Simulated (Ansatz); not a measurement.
Relaxation of C$_{2}$H$_{8}$BN$_{3}$ (14 atoms, charge 0, multiplicity 1), to a largest force component of 0.015 eV/Å in at most 40 steps.

These are results of Ansatz, RKS PBE0-D4/def2-SVP, not measurements.

```xyz
14
Properties=species:S:1:pos:R:3:forces:R:3
C -0.519 -2.042 1.267 -1.63 3.30 0.43
B -0.204 -0.698 0.429 0.74 2.68 -1.69
N 0.833 0.430 0.504 1.03 -1.48 4.76
C 0.297 1.081 -0.594 -3.70 0.81 -0.96
N 1.115 1.103 -1.764 0.94 0.95 0.56
N -0.797 0.095 -0.776 -2.03 -1.28 1.44
H 0.309 -2.707 1.222 0.96 -0.91 0.14
H -1.430 -2.455 0.808 0.08 -0.39 0.21
H -0.770 -1.703 2.351 0.52 -0.80 -1.51
H 0.663 0.969 1.415 1.01 -0.99 -1.59
H -0.195 2.082 -0.317 0.73 -0.54 -0.29
H 0.594 1.522 -2.530 -0.27 -0.15 -0.09
H 1.831 1.814 -1.548 0.08 -0.49 -0.32
H -1.740 0.481 -0.437 1.52 -0.70 -1.09
```

Question: Where does it end, and by what steps?

Answer: The forces met the threshold. The force dipped under the threshold on the way, but the program's further checks kept it going. After 38 steps the energy has fallen by 1.810 eV; H10 moved furthest, 1.44 Å.

```json
{"step": "0", "energy less start (eV)": "0.0000", "largest force component (eV/Å)": "4.764", "accepted": "yes"}
{"step": "2", "energy less start (eV)": "-1.1801", "largest force component (eV/Å)": "0.660", "accepted": "yes"}
{"step": "4", "energy less start (eV)": "-1.4009", "largest force component (eV/Å)": "1.131", "accepted": "yes"}
{"step": "6", "energy less start (eV)": "-1.3578", "largest force component (eV/Å)": "1.485", "accepted": "no"}
{"step": "8", "energy less start (eV)": "-1.5068", "largest force component (eV/Å)": "0.173", "accepted": "yes"}
{"step": "10", "energy less start (eV)": "-1.5370", "largest force component (eV/Å)": "0.487", "accepted": "yes"}
{"step": "12", "energy less start (eV)": "-1.5742", "largest force component (eV/Å)": "0.333", "accepted": "yes"}
{"step": "14", "energy less start (eV)": "-1.5876", "largest force component (eV/Å)": "0.407", "accepted": "yes"}
{"step": "16", "energy less start (eV)": "-1.5771", "largest force component (eV/Å)": "1.912", "accepted": "no"}
{"step": "18", "energy less start (eV)": "-1.6706", "largest force component (eV/Å)": "0.337", "accepted": "yes"}
{"step": "20", "energy less start (eV)": "-1.7610", "largest force component (eV/Å)": "0.406", "accepted": "yes"}
{"step": "22", "energy less start (eV)": "-1.7864", "largest force component (eV/Å)": "0.229", "accepted": "yes"}
{"step": "24", "energy less start (eV)": "-1.8077", "largest force component (eV/Å)": "0.064", "accepted": "yes"}
{"step": "26", "energy less start (eV)": "-1.8083", "largest force component (eV/Å)": "0.023", "accepted": "yes"}
{"step": "28", "energy less start (eV)": "-1.8086", "largest force component (eV/Å)": "0.048", "accepted": "yes"}
{"step": "30", "energy less start (eV)": "-1.8090", "largest force component (eV/Å)": "0.026", "accepted": "yes"}
{"step": "32", "energy less start (eV)": "-1.8093", "largest force component (eV/Å)": "0.035", "accepted": "yes"}
{"step": "34", "energy less start (eV)": "-1.8096", "largest force component (eV/Å)": "0.021", "accepted": "yes"}
{"step": "36", "energy less start (eV)": "-1.8098", "largest force component (eV/Å)": "0.014", "accepted": "yes"}
{"step": "38", "energy less start (eV)": "-1.8098", "largest force component (eV/Å)": "0.011", "accepted": "yes"}
```

```xyz
14
Properties=species:S:1:pos:R:3
C -0.654 -1.900 1.200
B -0.235 -0.582 0.466
N 0.857 0.332 0.601
C 0.245 1.202 -0.385
N 1.093 1.521 -1.485
N -0.841 0.221 -0.575
H 0.203 -2.411 1.665
H -1.151 -2.605 0.515
H -1.374 -1.672 2.005
H 1.835 0.349 0.846
H -0.127 2.154 0.044
H 1.289 0.677 -2.022
H 0.648 2.189 -2.111
H -1.802 0.495 -0.736
```

The run took 2.6 min on 2 threads of Arm Neoverse V1, on a shared host, peak memory 0.31 GiB.
